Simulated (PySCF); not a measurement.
Gas-phase reaction: InH + 3 HI ⇌ InI3 + 4 H, at 600 K and a standard pressure of 1 bar. Level: PBE/def2-SVP.

Computed with PySCF and rigid-rotor harmonic-oscillator thermochemistry at 1 bar. Open shells (unrestricted): H (multiplicity 2); the rest are closed-shell singlets. I, In: scalar-relativistic def2 core potential, no spin-orbit coupling. InH: computed as isolated molecules; such fragments, hydroxides, amides, oligomers or adducts are transient or little studied in the gas. The harmonic model lacks anharmonicity and excited electronic states, which grow with temperature; levels with a mode under 35 cm⁻¹ are left out. Soft modes under 120 cm⁻¹ make the harmonic entropy rough for InI3.

```json
[
 {"species": "InH", "E (Ha)": "-190.70707", "H(600 K) − E (kJ/mol)": "26.4", "S°(600 K) (J/mol/K)": "229.5"},
 {"species": "HI", "E (Ha)": "-298.27918", "H(600 K) − E (kJ/mol)": "31.0", "S°(600 K) (J/mol/K)": "227.3"},
 {"species": "InI3", "E (Ha)": "-1083.36184", "H(600 K) − E (kJ/mol)": "50.2", "S°(600 K) (J/mol/K)": "459.5"},
 {"species": "H", "E (Ha)": "-0.49863", "H(600 K) − E (kJ/mol)": "12.5", "S°(600 K) (J/mol/K)": "129.3"}
]
```
E: electronic energy; H − E holds the zero-point and thermal terms. 1 Ha = 2625.5 kJ/mol.

Q: Work out ΔH°, ΔS°, ΔG° and log10 K from these numbers.

A: 1. ΔE = 1×(-1083.36184) + 4×(-0.49863) − 1×(-190.70707) − 3×(-298.27918) = 0.18825 Ha = 494.3 kJ.
2. Δ(H − E) = 1×(50.2) + 4×(12.5) − 1×(26.4) − 3×(31.0) = -19.2 kJ, so ΔH° = 475.1 kJ.
3. ΔS° = 1×(459.5) + 4×(129.3) − 1×(229.5) − 3×(227.3) = 65.3 J/K; the number of gas molecules changes by +1.
4. ΔG° = ΔH° − TΔS° = 475.1 − 600×(65.3)/1000 = 435.9 kJ.
5. log10 K = −ΔG°/(RT ln 10) = -37.94, with RT ln 10 = 11.49 kJ/mol; at standard pressures the reactants are favoured.
6. A shift of 10 kJ in ΔE would move log10 K by 0.87 here.
For scale, ΔH°(298 K) is 461 kJ at this level, 477 kJ at ωB97M-V/def2-TZVP†, and runs from 280 to 704 kJ over the 18 levels computed († marks an energy on the PBE0/def2-TZVP geometry).
